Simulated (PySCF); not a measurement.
A GIAO shielding run with PySCF (density fitting, non-relativistic, gas phase) on SMILES C[C@]([SiH3])(Cl)CCCl, C4H10Cl2Si:

```
$ OMP_NUM_THREADS=1 python probes_run.py task.json out

{"job": {"kind": "nmr", "xc": "PBE0", "basis": "pcSseg-1"}, "charge": 0, "multiplicity": 1}
C     -1.425443     0.248124    -1.346694
C     -0.448956     0.369662    -0.187478
Si    -1.166256    -0.367414     1.438220
Cl    -0.259913     2.138809     0.160771
C      0.909793    -0.181006    -0.607451
C      1.985835    -0.027736     0.453402
Cl     3.523142    -0.715281    -0.132579
H     -1.593086    -0.803004    -1.574354
H     -1.035518     0.737752    -2.238536
H     -2.380529     0.703682    -1.096868
H     -0.381565     0.106834     2.573321
H     -2.547443     0.093892     1.537924
H     -1.112660    -1.826015     1.321556
H      1.242286     0.320871    -1.521087
H      0.782794    -1.241976    -0.837183
H      2.172255     1.021088     0.681909
H      1.728266    -0.566250     1.365219
```

Hardware: 1 thread of an Arm Neoverse V1, shared host. The job also computes population analyses, field gradients.

(1) How large is the calculation?

(2) How long does it take, and how much memory does it need?

Results:

(1) 82 electrons, 190 basis functions and 1055 auxiliary functions.

(2) 43 s of wall time, with 12 SCF cycles and 5 response iterations; peak memory 0.85 GiB. Times on a shared host scatter by some tens of per cent.
